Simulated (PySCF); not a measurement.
TaF₂, quartet: computed properties

Level of theory: UPBE0 in PySCF with Ta def2-TZVP with ECP60, F def2-TZVP; scalar-relativistic core potentials, no spin–orbit coupling; density-fitted integrals.

The structure is a minimum.

```xyz
3
charge 0 multiplicity 4, angstrom
Ta    0.0000    0.0000    0.0000
F     0.0000    0.0000    1.8804
F     0.0000    0.0000   -1.8804
```

* Point group: D∞h
* Bond lengths: Ta–F 1.880 Å (×2)
* Bond angles: F–Ta–F 180.0°
* Heat capacity Cp at 298.15 K: 53.2 J/(mol K)
* Dipole moment: 0.00 D
* Rotational symmetry number: 2
* Atomisation energy without zero-point energy: 1241 kJ/mol
* Rotational constants: 0.1255 cm⁻¹
* Enthalpy at 298.15 K above 0 K: 13.82 kJ/mol
* Lowest empty level (β): -2.65 eV
* Highest occupied level (α): -6.04 eV
* Principal quadrupole moments (Buckingham, traceless) about the centre of mass: -10.40, 5.20, 5.20 D Å
* Entropy at 298.15 K and 1 bar (electronic part: spin only): 297.7 J/(mol K)
* Principal polarisabilities: 36.5, 51.0, 51.0 bohr³
* Zero-point energy: 8.4 kJ/mol
* Spin squared ⟨S²⟩: 3.756

Harmonic modes (masses in u: Ta 180.948, F 18.998):
```json
{"symmetry": "πu", "ω (cm⁻¹)": "42", "IR (km/mol, summed over degenerate members)": "7.7", "type": "bend"}
{"symmetry": "σu+", "ω (cm⁻¹)": "649", "IR (km/mol, summed over degenerate members)": "231", "type": "stretch"}
{"symmetry": "σg+", "ω (cm⁻¹)": "677", "IR (km/mol, summed over degenerate members)": "0.0", "type": "stretch"}
```

In D∞h the vibrations span πu + σu+ + σg+. The σg+ mode carries no infrared intensity, as symmetry demands. With a centre of inversion only u modes can be infrared active and only g modes Raman active.

Charges (e):
```
atom  Mulliken  Löwdin  polar tensor  spin (Mulliken)  Mayer order to Ta1
 Ta1      0.87    0.52          1.14             3.09                   –
F2,3     -0.43   -0.26         -0.57            -0.05                0.99
```

Mulliken populations on Ta1 (electrons outside its core potential): s 2.79, p 6.19, d 3.04, f 0.11.

Outer orbital energies (eV). α occupied: -12.46, -12.46, -11.83, -11.83, -11.65, -6.77, -6.04, -6.04; empty: -1.48, -1.48, -0.51, -0.51. β occupied: -13.82, -12.45, -12.45, -11.95, -11.95, -11.70; empty: -2.65, -0.95, -0.95, -0.37.

Formally Ta is in oxidation state +2, d3, with 3 unpaired electrons (the high-spin count). The Mulliken spin on Ta is 3.09. The polar-tensor charge on Ta, 1.14, is far below the formal one.

This need not be the most stable arrangement of these atoms. Other spin states or occupations of the open shell can lie lower. With an element this heavy the missing spin–orbit coupling can shift these numbers.

The final relaxation and frequency run took of the order of 50 core-seconds on a shared host.
